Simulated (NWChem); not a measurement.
System: SiHOCl, singlet; SMILES O[Si]Cl

Here is an NWChem input.

```
start job
memory heap 200 mb stack 900 mb global 1100 mb
geometry units angstroms
  Si     0.631639     0.611268     0.000000
  Cl    -0.119745    -1.362943     0.000000
  O     -0.816070     1.436518     0.000000
  H     -0.718957     2.403061     0.000000
end
basis spherical
  * library 6-31g*
end
dft
  xc hfexch
  iterations 150
end
driver
  maxiter 120
end
task dft optimize
task dft freq
```

NWChem printed, in part:

```
             Northwest Computational Chemistry Package (NWChem) 7.3.0
             --------------------------------------------------------

 CS  symmetry detected

                             Geometry "geometry" -> ""
                             -------------------------

 Output coordinates in angstroms (scale by  1.889725989 to convert to a.u.)

  No.       Tag          Charge          X              Y              Z
 ---- ---------------- ---------- -------------- -------------- --------------
    1 Si                  14.0000     0.66959706     0.60043185     0.00000000
    2 Cl                  17.0000    -0.16756911    -1.33895976     0.00000000
    3 O                    8.0000    -0.74056163     1.48832338     0.00000000
    4 H                    1.0000    -0.60119098     2.44968290     0.00000000

 Effective nuclear repulsion energy (a.u.)     130.1552101244

      Symmetry information
      --------------------

 Group name             Cs
 Group number              2
 Group order               2
 No. of unique centers     4

                                Z-matrix (autoz)
                                --------

 Units are Angstrom for bonds and degrees for angles

      Type          Name      I     J     K     L     M      Value
      ----------- --------  ----- ----- ----- ----- ----- ----------
    1 Stretch                  1     2                       2.11237
    2 Stretch                  1     3                       1.66640
    3 Stretch                  3     4                       0.97141
    4 Bend                     1     3     4               113.94730
    5 Bend                     2     1     3                98.84800
    6 Torsion                  2     1     3     4         180.00000

  xc_inp: hfexch multiplicative factor not found.

                           NWChem Geometry Optimization
                           ----------------------------

 maximum gradient threshold         (gmax) =   0.000450
 rms gradient threshold             (grms) =   0.000300
 maximum cartesian step threshold   (xmax) =   0.001800
 rms cartesian step threshold       (xrms) =   0.001200
 fixed trust radius                (trust) =   0.300000
 source of zmatrix                         =   autoz

          -------------------
          Energy Minimization
          -------------------

 Using diagonal initial Hessian
 Scaling for Hessian diagonals: bonds = 1.00  angles = 0.25  torsions = 0.10

          --------
          Step   0

                                 NWChem DFT Module
                                 -----------------

 Summary of "ao basis" -> "ao basis" (spherical)
 ------------------------------------------------------------------------------
       Tag                 Description            Shells   Functions and Types
 ---------------- ------------------------------  ------  ---------------------
 Si                          6-31g*                  8       18   4s3p1d
 Cl                          6-31g*                  8       18   4s3p1d
 O                           6-31g*                  6       14   3s2p1d
 H                           6-31g*                  2        2   2s

      Symmetry analysis of basis
      --------------------------

        a'         38
        a"         14

            General Information
            -------------------
          SCF calculation type: DFT
          Wavefunction type:  closed shell.
          No. of atoms     :     4
          No. of electrons :    40
           Alpha electrons :    20
            Beta electrons :    20
          Charge           :     0
          Spin multiplicity:     1
          Use of symmetry is: on ; symmetry adaption is: on
          Maximum number of iterations: 150
          AO basis - number of functions:    52
                     number of shells:    24
          Convergence on energy requested:  1.00D-06
          Convergence on density requested:  1.00D-05
          Convergence on gradient requested:  5.00D-04

              XC Information
              --------------
                     Hartree-Fock (Exact) Exchange  1.000

      Superposition of Atomic Density Guess
      -------------------------------------

 Sum of atomic energies:        -823.52047501

      Non-variational initial energy
      ------------------------------

 Total energy =    -823.992828
 1-e energy   =   -1398.299086
 2-e energy   =     444.151047
 HOMO         =      -0.272812
 LUMO         =      -0.028188

      Symmetry analysis of molecular orbitals - initial
      -------------------------------------------------

  Numbering of irreducible representations:

     1 a'          2 a"

  Orbital symmetries:

     1 a'          2 a'          3 a'          4 a'          5 a'
     6 a'          7 a"          8 a'          9 a'         10 a'
    11 a"         12 a'         13 a'         14 a'         15 a'
    16 a'         17 a"         18 a"         19 a'         20 a'
    21 a"         22 a'         23 a'         24 a'         25 a'
    26 a"         27 a'         28 a'         29 a'         30 a"

   convergence    iter        energy       DeltaE   RMS-Dens  Diis-err
 ---------------- ----- ----------------- --------- --------- ---------
 d= 0,ls=0.0,diis     1   -823.8332905371 -9.54D+02  1.28D-02  4.74D-01
 d= 0,ls=0.0,diis     2   -823.8762796901 -4.30D-02  4.18D-03  1.85D-01
 d= 0,ls=0.0,diis     3   -823.8947912923 -1.85D-02  1.42D-03  3.37D-03
 d= 0,ls=0.0,diis     4   -823.8955224401 -7.31D-04  6.19D-04  3.35D-04
 d= 0,ls=0.0,diis     5   -823.8956276019 -1.05D-04  2.23D-04  2.34D-05
  Resetting Diis
 d= 0,ls=0.0,diis     6   -823.8956390222 -1.14D-05  7.54D-05  2.02D-06
 d= 0,ls=0.0,diis     7   -823.8956401305 -1.11D-06  7.86D-06  8.31D-08
 d= 0,ls=0.0,diis     8   -823.8956401649 -3.44D-08  5.69D-06  1.67D-08

         Total DFT energy =     -823.895640164891
      One electron energy =    -1399.831021955642
           Coulomb energy =      502.340791525914
    Exchange-Corr. energy =      -56.560619859592
 Nuclear repulsion energy =      130.155210124429

 Numeric. integr. density =        0.000000000000

                  Occupations of the irreducible representations
                  ----------------------------------------------

                     irrep           alpha         beta
                     --------     --------     --------
                     a'               16.0         16.0
                     a"                4.0          4.0

                       DFT Final Molecular Orbital Analysis
                       ------------------------------------

 Vector   18  Occ=2.000000D+00  E=-4.615938D-01  Symmetry=a"
              MO Center= -1.6D-01, -1.1D+00, -1.6D-16, r^2= 1.6D+00
   Bfn.  Coefficient  Atom+Function         Bfn.  Coefficient  Atom+Function
  ----- ------------  ---------------      ----- ------------  ---------------
    27      0.679005  2 Cl pz                31      0.405683  2 Cl pz
    23     -0.264558  2 Cl pz                41     -0.144102  3 O  pz
    45     -0.130077  3 O  pz                 9      0.068664  1 Si pz
    15     -0.047767  1 Si d -1               5     -0.027584  1 Si pz
    13      0.025670  1 Si pz

 Vector   19  Occ=2.000000D+00  E=-4.612386D-01  Symmetry=a'
              MO Center= -1.0D-01, -1.2D+00,  1.1D-16, r^2= 1.5D+00
   Bfn.  Coefficient  Atom+Function         Bfn.  Coefficient  Atom+Function
  ----- ------------  ---------------      ----- ------------  ---------------
    25      0.574436  2 Cl px                26     -0.392791  2 Cl py
    29      0.329199  2 Cl px                21     -0.222598  2 Cl px
    30     -0.218898  2 Cl py                22      0.152172  2 Cl py
     7      0.104458  1 Si px                42      0.086938  3 O  s
    40     -0.078358  3 O  py                44     -0.065016  3 O  py

 Vector   20  Occ=2.000000D+00  E=-3.691340D-01  Symmetry=a'
              MO Center=  8.0D-01,  4.3D-01, -9.9D-16, r^2= 2.9D+00
   Bfn.  Coefficient  Atom+Function         Bfn.  Coefficient  Atom+Function
  ----- ------------  ---------------      ----- ------------  ---------------
    10      0.499046  1 Si s                  6      0.389406  1 Si s
     7      0.355920  1 Si px                25     -0.284317  2 Cl px
    26     -0.224954  2 Cl py                39     -0.221385  3 O  px
    29     -0.202440  2 Cl px                43     -0.198783  3 O  px
     2     -0.180859  1 Si s                 30     -0.143921  2 Cl py

[...]

      ----------------------
      Optimization converged
      ----------------------

  Step       Energy      Delta E   Gmax     Grms     Xrms     Xmax
  ---- ---------------- -------- -------- -------- -------- --------
@    5    -823.89676902 -4.1D-08  0.00004  0.00002  0.00016  0.00033
                                     ok       ok       ok       ok

                                Z-matrix (autoz)
                                --------

 Units are Angstrom for bonds and degrees for angles

      Type          Name      I     J     K     L     M      Value     Gradient
      ----------- --------  ----- ----- ----- ----- ----- ---------- ----------
    1 Stretch                  1     2                       2.08986   -0.00004
    2 Stretch                  1     3                       1.63846    0.00001
    3 Stretch                  3     4                       0.94974    0.00000
    4 Bend                     1     3     4               116.67893   -0.00001
    5 Bend                     2     1     3                98.92530    0.00001
    6 Torsion                  2     1     3     4         180.00000    0.00000

                         Geometry "geometry" -> "geometry"
                         ---------------------------------

 Output coordinates in angstroms (scale by  1.889725989 to convert to a.u.)

  No.       Tag          Charge          X              Y              Z
 ---- ---------------- ---------- -------------- -------------- --------------
    1 Si                  14.0000     0.66538625     0.60019741     0.00000000
    2 Cl                  17.0000    -0.17514280    -1.31318033     0.00000000
    3 O                    8.0000    -0.71430656     1.48393066     0.00000000
    4 H                    1.0000    -0.61566155     2.42853064     0.00000000

 Effective nuclear repulsion energy (a.u.)     131.8656085942

      Symmetry information
      --------------------

 Group name             Cs
 Group number              2
 Group order               2
 No. of unique centers     4

                Final and change from initial internal coordinates
                --------------------------------------------------

                                Z-matrix (autoz)
                                --------

 Units are Angstrom for bonds and degrees for angles

      Type          Name      I     J     K     L     M      Value       Change
      ----------- --------  ----- ----- ----- ----- ----- ---------- ----------
    1 Stretch                  1     2                       2.08986   -0.02251
    2 Stretch                  1     3                       1.63846   -0.02795
    3 Stretch                  3     4                       0.94974   -0.02167
    4 Bend                     1     3     4               116.67893    2.73163
    5 Bend                     2     1     3                98.92530    0.07730
    6 Torsion                  2     1     3     4         180.00000    0.00000

 ==============================================================================
                                internuclear distances
 ------------------------------------------------------------------------------
       center one      |      center two      | atomic units |  angstroms
 ------------------------------------------------------------------------------
    2 Cl               |   1 Si               |     3.94926  |     2.08986
    3 O                |   1 Si               |     3.09623  |     1.63846
    4 H                |   3 O                |     1.79474  |     0.94974
 ------------------------------------------------------------------------------
                         number of included internuclear distances:          3
 ==============================================================================

[second-derivative integrals and response iterations left out]

  Vibrational analysis via the FX method

  See chapter 2 in "Molecular Vibrations" by Wilson, Decius and Cross

  Vib: Default input used

 ---------------------------- Atom information ----------------------------
     atom    #        X              Y              Z            mass
 --------------------------------------------------------------------------
    Si       1  1.2573977D+00  1.1342086D+00  0.0000000D+00  2.7976930D+01
    Cl       2 -3.3097190D-01 -2.4815510D+00  0.0000000D+00  3.4968850D+01
    O        3 -1.3498437D+00  2.8042223D+00  0.0000000D+00  1.5994910D+01
    H        4 -1.1634316D+00  4.5892575D+00  0.0000000D+00  1.0078250D+00
 --------------------------------------------------------------------------

[unprojected Hessian and modes left out]

[...]

 Rotational Constants
 --------------------
 A=   0.766500 cm-1  (  1.102798 K)
 B=   0.151267 cm-1  (  0.217635 K)
 C=   0.126335 cm-1  (  0.181764 K)

 Temperature                      =   298.15K
 frequency scaling parameter      =   1.0000

 Zero-Point correction to Energy  =   10.346 kcal/mol  (  0.016488 au)
 Thermal correction to Energy     =   12.724 kcal/mol  (  0.020278 au)
 Thermal correction to Enthalpy   =   13.317 kcal/mol  (  0.021221 au)

 Total Entropy                    =   66.204 cal/mol-K
   - Translational                =   39.033 cal/mol-K (mol. weight =  79.9485)
   - Rotational                   =   24.203 cal/mol-K (symmetry #  =        1)
   - Vibrational                  =    2.968 cal/mol-K

 Cv (constant volume heat capacity) =   11.040 cal/mol-K
   - Translational                  =    2.979 cal/mol-K
   - Rotational                     =    2.979 cal/mol-K
   - Vibrational                    =    5.081 cal/mol-K

[normal modes left out]

 ----------------------------------------------------------------------------
 Normal Eigenvalue ||           Projected Infra Red Intensities
  Mode   [cm**-1]  || [atomic units] [(debye/angs)**2] [(KM/mol)] [arbitrary]
 ------ ---------- || -------------- ----------------- ---------- -----------
    1       -0.000 ||    0.001842           0.042         1.795       0.236
    2       -0.000 ||    0.001614           0.037         1.573       0.207
    3       -0.000 ||    0.002952           0.068         2.878       0.378
    4        0.000 ||    0.000161           0.004         0.157       0.021
    5        0.000 ||    0.002613           0.060         2.547       0.335
    6        0.000 ||    0.000181           0.004         0.177       0.023
    7      292.350 ||    0.000849           0.020         0.827       0.109
    8      504.166 ||    0.124018           2.861       120.899      15.885
    9      525.642 ||    0.194649           4.491       189.753      24.932
   10      892.881 ||    0.207435           4.786       202.218      26.569
   11      937.084 ||    0.219829           5.072       214.301      28.157
   12     4088.658 ||    0.180731           4.170       176.186      23.149
 ----------------------------------------------------------------------------
```

Level: Hartree-Fock/6-31G* (spherical d). Low-valent species are run as closed-shell singlets; no triplet was tried in these runs.
